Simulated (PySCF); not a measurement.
Te(H)(SeH) (H2SeTe), SMILES [SeH][TeH].

Geometry optimised at PBE-D3(BJ)/def2-TZVP. The def2 effective core potentials stand for the cores of Te; spin–orbit coupling is left out.

Method: PBE/def2-TZVPD run with PySCF.

Isolated molecule, no solvent.

```
Property                                                                                                       Result
---------------------------------------------------------------------------------------------  ----------------------
total energy                                                                                      -2670.42465 hartree
highest occupied level                                                                                       -5.65 eV
lowest empty level                                                                                           -2.89 eV
orbital gap                                                                                                   2.76 eV
dipole moment                                                                                                  0.67 D
quadrupole, principal values (traceless, Buckingham form, about the centre of nuclear charge)  -2.34, -1.31, 3.65 D·Å
mean static polarisability                                                                      75.5 bohr³ (11.19 Å³)
polarisability, principal values                                                               64.3, 64.7, 97.6 bohr³
```
